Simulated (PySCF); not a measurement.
# How methods differ on the interval between two levels of Tc⁺

Tc⁺ [Kr] 4d5 5s1 [7S3, M_J = 3] → Tc⁺ [Kr] 4d4 5s2 [5D4, M_J = 4], as a difference of total energies. All numbers are calculated (PySCF 2.14, the two-component X2C-1e Hamiltonian, in x2c-TZVPall-2c). Correlated levels: [Ar] 3d10 frozen; the 6 highest virtual spinors dropped. "Screened" scales the spin-orbit matrix elements by Boettger's factors to mimic the two-electron term; Breit and QED terms are absent.

| method | interval between two levels (cm⁻¹) |
| --- | --- |
| GHF (spin-free) | 52475 |
| GMP2 (spin-free) | 46803 |
| GHF (screened spin-orbit) | 53384 |
| GMP2 (screened spin-orbit) | 47741 |

The labels give the starting determinants; with spin-orbit coupling the two ends relaxed to ⟨J²⟩ = 12.00, ⟨L²⟩ = 0.02, ⟨S²⟩ = 11.99 and ⟨J²⟩ = 20.14, ⟨L²⟩ = 6.22, ⟨S²⟩ = 5.98.
